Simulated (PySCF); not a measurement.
SMILES [OH][Al]([OH])[O][Al]([OH])[OH] (H₄Al₂O₅), B3LYP/def2-SVP optimised geometry. Atoms within 1.6 Å of the plane z = 0.0 Å (x, y, z in Å): Al1 (-2.04, -2.29, -0.01), O2 (-2.71, -2.94, -1.42), O3 (-2.37, -3.17, 1.40), O4 (-1.13, -0.86, 0.00), Al5 (-0.21, 0.56, 0.00), O6 (1.49, 0.56, 0.00), O7 (-0.91, 2.11, 0.00), H10 (2.04, -0.22, 0.00), H11 (-1.86, 2.29, 0.00).

Level of theory: PySCF 2.14.0 with B3LYP/def2-TZVP. Cells within 0.4 Å of a nucleus heavier than hydrogen are left out (blank, or x).

Map of the log10 of the electron density (e/bohr³), floored at −4 on the plane z = 0.0 Å:

```
|00000000000000000000000000000|
|00000000001111000000000000000|
|00000000122222110000000000000|
|00000012334443321000000000000|
|00000123455555432000000000000|
|00001235667776542100000000000|
|00001346788997643211110000000|
|0000135689xxx8653333221000000|
|00001346789xx8654444433200000|
|00001245678997655566554210000|
|00000234567777666777765320000|
|00000123456689977899875421000|
|0000012345569xx879xx976421000|
|0000023345669xx878xx976431000|
|00001234567778767789886431000|
|00002345688987656677876421000|
|0001234679xx97655556665320000|
|0012345679xx97654444543210000|
|00123456789987543333332100000|
|01234456778876532211111000000|
|01234579x87665432100000000000|
|1234458xx96554321000000000000|
|1234557xx85443210000000000000|
|12345567765432100000000000000|
|12334555554332100000000000000|
|01234455544321000000000000000|
|01223344443210000000000000000|
|00122333332110000000000000000|
|00011222221100000000000000000|
```
Scale: ten equal steps from -4.00 (start of '0') to -0.045 (end of '9'), in the order '0123456789'; x runs from -4.50 to 4.50, y from -4.50 (bottom) to 4.50 (top).
